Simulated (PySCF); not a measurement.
Dipole response of Rh²⁹⁺ (rhodium, charge +29)

[Ne] 3s2 3p4, high-spin 3P determinant. All numbers are calculated (PySCF 2.14, scalar relativity by spin-free X2C-1e, in an uncontracted even-tempered set (18 s from 3.6 bohr⁻², ratio 2.5; 12 p from 4.7 bohr⁻², ratio 2.5; 5 d from 23 bohr⁻², ratio 2.7; 4 f from 34 bohr⁻², ratio 2.7)). Coupled (time-dependent) response in atomic units; α is the mean over directions.

```
method  mean α (bohr³)               α xx, yy, zz  C₆ (like pair)      S(−4)
   UHF         0.01917  0.02370, 0.01011, 0.02370        0.002174  0.0006057
  PBE0         0.01901  0.02339, 0.01025, 0.02339        0.002144  0.0006120
```

S(−4) is the Cauchy moment in α(ω) = α(0) + S(−4) ω² + …

Spin-orbit coupling is absent.

α(iu) at PBE0:

```json
{"u (hartree)": "0", "α(iu) (bohr³)": "0.01901"}
{"u (hartree)": "0.800", "α(iu) (bohr³)": "0.01863"}
{"u (hartree)": "1.60", "α(iu) (bohr³)": "0.01763"}
{"u (hartree)": "3.20", "α(iu) (bohr³)": "0.01487"}
{"u (hartree)": "4.80", "α(iu) (bohr³)": "0.01229"}
{"u (hartree)": "6.40", "α(iu) (bohr³)": "0.01025"}
{"u (hartree)": "8.00", "α(iu) (bohr³)": "0.008661"}
{"u (hartree)": "12.0", "α(iu) (bohr³)": "0.006030"}
{"u (hartree)": "16.0", "α(iu) (bohr³)": "0.004523"}
{"u (hartree)": "24.0", "α(iu) (bohr³)": "0.002991"}
{"u (hartree)": "40.0", "α(iu) (bohr³)": "0.001826"}
```

A single London oscillator, α(iu) = α/(1 + u²/ω²), gives C₆ = (3/4) ω α². Matching the computed C₆ needs ω = 4 × 0.002144 / (3 × 0.01901²) = 7.91 hartree.

For an ion, C₆ is the dispersion term alone; charge-induced terms of lower order in 1/R come first.

The components differ because the open shell of this determinant is not spherical; for a pure term their mean is the scalar polarisability.

Spin-orbit coupling is strong in this species (close to jj coupling), so the high-spin LS determinant is a model state, not a physical level.
